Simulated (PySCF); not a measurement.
Computed shifts of a molecule C4H5FSi, PBE/pcSseg-1 (PySCF), GIAO, gas phase, atoms alike by connectivity averaged where their shifts nearly agree, in ppm (number of nuclei): ¹³C: 161.5 (1), 110.7 (1), 87.9 (1), 82.2 (1). ¹⁹F: -85.8 (1). ²⁹Si: -88.1 (1). ¹H: 5.72 (1), 4.52 (3), 3.32 (1). References: ¹³C against TMS (σ = 182.0 ppm); ¹⁹F against CFCl3 (σ = 133.6 ppm); ²⁹Si against TMS (σ = 335.4 ppm); ¹H against TMS (σ = 31.49 ppm), references at their B3LYP-D3(BJ)/def2-TZVP geometries, non-relativistic. Geometry: B3LYP-D3(BJ)/def2-SVP. One conformer was computed; it need not be the lowest.

Problem. Identify the compound among the candidates.
(A) C#C/C=C\[SiH2]F
(B) C#C/C(F)=C/[SiH3]
(C) C#C[SiH2]/C=C/F
(D) C#C/C([SiH3])=C\F

Solution. B, C#C/C(F)=C/[SiH3]
